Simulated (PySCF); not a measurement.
**Structure revision by computed shifts**

A compound C8H10Si gives the data below (simulated from a calculation) and was assigned the structure `C=C(C#CC)C#C[SiH2]C`.

13C{1H} NMR (computed): δ 155.2 (CH), 112.8 (CH), 93.7 (C), 90.9 (C), 75.1 (C), 72.1 (C), 18.3 (CH2), 6.3 (CH3).

1H NMR (600 MHz, computed): δ 6.52 (m, 1H), 5.64 (d, 1H), 3.87 (t, 3H), 2.27 (m, 2H), 2.27 (s, 3H).

PySCF calculation with NMR shieldings at PBE0/pcSseg-1/GIAO and GFN2-xTB structure; no solvent, a single conformation, relativity neglected, one averaged value for each set of equivalent atoms.

References, each an isolated molecule treated in the same way: TMS for 1H and 13C.

**Question.** Compare with the shifts computed for the proposed structure, pairing carbons in order of shift.

**Answer.** Structure with atom numbers: `[CH2:1]=[C:2]([C:3]#[C:4][CH3:5])[C:6]#[C:7][SiH2:8][CH3:9]`. Hydrogens are named by the atom that carries them.

```
atom  computed for proposal  given list  difference
  C1                  140.3       155.2       -14.9
  C2                  119.8       112.8        +7.0
  C6                  113.1        93.7       +19.4
  C4                   97.1        90.9        +6.2
  C7                   96.6        75.1       +21.5
  C3                   83.9        72.1       +11.8
  C5                    5.6        18.3       -12.7
  C9                   -4.8         6.3       -11.1
```

The rms difference is 14.0 ppm and the largest +21.5 ppm at C7 (alkyne carbon). The carbon types in order of shift don't match either: CH2, C, C, C, C, C, CH3, CH3 for the proposal against CH, CH, C, C, C, C, CH2, CH3 in the data. The proposal doesn't fit.

**Question.** Which isomer fits?

**Answer.** `InChI=1S/C8H10Si/c1-2-3-4-5-6-7-8-9/h6-7H,8H2,1,9H3/b7-6-`.

- Carbon types of the structure: 4 × C, 2 × CH, 1 × CH2, 1 × CH3, leaving 3 H on heteroatoms.
- δC 155.2, 112.8: alkene CH; the olefinic region.
- δC 93.7, 90.9, 75.1, 72.1: alkyne carbon; the triple bond shields along its axis, which puts it between sp3 and sp2 carbons.
- δC 6.3: propargylic methyl carbon; aliphatic region, no heteroatom directly attached.
- δH 2.27: hydrogen on an allylic sp3 CH2 bonded to Si; allylic position.

Other isomers checked: C#C[Si@H]1CC=CC(=C)C1 (rms 24.0 ppm).

The data come from this structure; uniqueness wasn't tested.

Shifts are as computed. Against solution values, carbons near 30 ppm lie about +3 ppm off and those near 130 ppm about +5 ppm. Of 1211 compounds with measured shifts, 218 miss one by over three times the rms of a fit or turn the order of signals round; such compounds aren't used in these exercises. No couplings were computed; multiplicities are counted from neighbouring protons, with m where these are inequivalent, close in shift, in a saturated or five-membered ring or joined by F or P, and br s for small geminal =CH2 splittings.
